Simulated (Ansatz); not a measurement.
Consider the isomerisation: `B[O][GaH2]` → `O[BH][GaH2]`.

Program: Ansatz. Geometries: PBE0-D4/def2-TZVP. ΔE: electronic, gas phase. CCSD(T)/CBS is the MP2 limit (def2-TZVPP, def2-QZVPP) plus CCSD(T) − MP2 in def2-TZVPP, frozen cores. DFT in def2-TZVPP. For Ga outer-core shells are correlated without core-valence functions, which leaves a few kJ/mol of doubt a bond. Scalar relativity is left out up to krypton. One conformer a species, not always the lowest.

| level | ΔE (eV) |
| --- | --- |
| B97M-V | 0.90 |
| PBE-QIDH | 0.89 |
| SCS-MP2/def2-TZVPP | 1.02 |
| SCS-MP2/def2-QZVPP | 1.00 |

Question: What does CCSD(T)/CBS give? (An estimate is asked.)

Answer: Ansatz gave: +0.88 eV. The listed levels differ from it by 0.02, 0.01, 0.14, 0.12 eV.

Question: What do rigid-rotor, harmonic-oscillator terms from PBE0-D4/def2-TZVP frequencies (298.15 K, 1 bar) make of the CCSD(T)/CBS value? (Estimate.)

Answer: The calculation gave: ΔZPE = +0.06 eV, ΔH = +0.93 eV, ΔS = -11 J/(mol·K), ΔG = +0.96 eV.

Largest T1 diagnostic among the species: 0.016.

At CCSD(T), def2-SVP lies +0.13 eV from the extrapolated value and def2-TZVPP +0.05 eV. From BLYP to BHLYP (50 % exact exchange), in def2-TZVPP and without D4, ΔE moves by +0.08 eV. Leaving LDA and LC-ωPBE aside and taking each functional with its dispersion term where it has one, the values, not all of them listed here, spread over 0.23 eV, from PBE-D4 to BHLYP-D4.
